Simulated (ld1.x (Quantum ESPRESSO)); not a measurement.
# Varying the TM potential for Hf (Z = 72)

Base potential:

| Quantity | Value |
| --- | --- |
| Element | Hf (Z = 72) |
| Generator | ld1.x (Quantum ESPRESSO) 7.5 |
| Type | norm-conserving Troullier–Martins (Kleinman–Bylander form) |
| Functional | PBEsol |
| Relativity | scalar-relativistic |
| Frozen core | [Kr] 4d10 4f14 |
| Valence charge | 12 |
| Reference configuration | 5s2 5p6 5d1 6s0 6p0 (charge +3) |
| Partial waves | 5s (bound): rc 1.15 bohr; 5p (bound): rc 1.80 bohr; 5d (bound): rc 2.65 bohr |
| Local potential | all-electron potential smoothed inside 1.45 bohr (lloc = -1) |
| Core correction | a·sin(br)/r model core inside 0.85 bohr |

All-electron outer shells of the reference configuration (PBEsol, scalar-relativistic, ld1.x):

| shell | level (eV) | outermost node (bohr) | outermost maximum (bohr) |
| --- | --- | --- | --- |
| 5s | -94.32 | 0.55 | 1.01 |
| 5p | -62.55 | 0.60 | 1.16 |
| 4f | -44.19 | – | 0.45 |
| 5d | -27.10 | 0.66 | 1.57 |
| 6s | -25.76 | 1.34 | 2.52 |
| 6p | -19.07 | 1.58 | 3.08 |

Cutoffs, loose and tight: the cutoffs (Ry, on a coarse ladder) from which the occupation-weighted sum of valence levels, in a spherical-Bessel basis at the reference potential, stays within 10 and 1 mRy of its value at 400 Ry. They do not see the model core or the augmentation charge, which bear on the density cutoff. Test errors are all-electron minus pseudo excitation energies from the reference, over the configurations 5s2 5p6 5d2 6s2 6p0; 5s2 5p6 5d2 6s1 6p0; 5s2 5p6 5d2 6s0 6p0; 5s2 5p6 5d1 6s2 6p0; 5s2 5p6 5d0 6s0 6p0; 5s2 5p6 5d2.5 6s1.5 6p0; 5s2 5p6 5d2 6s0 6p2. A dash means not determined; rows that change the core or the reference have their own tests. The largest error is taken over the tests solved by every variant that gives reliable tests at all: 5s2 5p6 5d0 6s0 6p0; 5s2 5p6 5d2 6s0 6p0; 5s2 5p6 5d2 6s0 6p2.

A true bound ghost makes a file unfit for plane-wave use even where its test errors are small: the radial tests pick states by their node count and pass the ghost by. Where a test does run into it, the solver fails or the error is huge.

On the changes marked as counting shells twice: ld1.x takes every shell without a wave as core, so the model core holds the marked electrons as well and exchange and correlation see them twice. This cancels in the reference configuration, but the file is broken for other ones, and its errors say nothing about a proper core correction.

```tsv
change	outcome	cutoff, loose	cutoff, tight	bound ghosts	largest test error (meV)
base	generated	90 Ry	180 Ry	none	-51
reference 5s2 5p6 5d3 6s1 6p0 (6s counted twice)	generated	100 Ry	180 Ry	none	-827
wave 5p (bound): rc 1.80 bohr becomes 5p (bound): rc 1.26 bohr	generated	100 Ry	180 Ry	none	-53
core correction a·sin(br)/r model core inside 0.44 bohr	generated	90 Ry	180 Ry	none	-51
wave 5d (bound): rc 2.65 bohr becomes 5d (bound): rc 2.60 bohr	generated	90 Ry	180 Ry	none	-55
functional LDA (PZ)	generated	100 Ry	180 Ry	none	+55
type PAW; waves now 5s (bound): rc 1.15 bohr; 6s (bound): rc 1.15 bohr; 5p (bound): rcut 1.70, rcutus 1.80 bohr; 6p (bound): rcut 1.70, rcutus 1.80 bohr; 5d (bound): rcut 2.30, rcutus 2.65 bohr; 5d channel at 1.7 Ry: rcut 2.30, rcutus 2.65 bohr; local potential all-electron potential smoothed inside 0.90 bohr (lloc = -1); augmentation PSQ, inside the norm-conserving radii	failed: invmat: error in DGETRF	–	–	–	–
wave 5s (bound): rc 1.15 bohr becomes 5s (bound): rc 1.08 bohr	generated	100 Ry	180 Ry	none	-51
core [Xe] 4f14, valence charge 4; reference 5d2 6s2 6p0; waves now 6s (bound): rc 2.60 bohr; 6p (bound): rc 3.15 bohr; 5d (bound): rc 2.65 bohr; local potential all-electron potential smoothed inside 2.85 bohr (lloc = -2); core correction a·sin(br)/r model core, default radius (core density twice the valence density)	generated	21 Ry	25 Ry	none	-287
```

Question: What comes out with this change to the base: local potential all-electron potential smoothed inside 2.00 bohr (lloc = -1)?

Answer: outcome: generated; cutoff, loose: 100 Ry; cutoff, tight: 180 Ry; bound ghosts: s; largest test error (meV): +252.
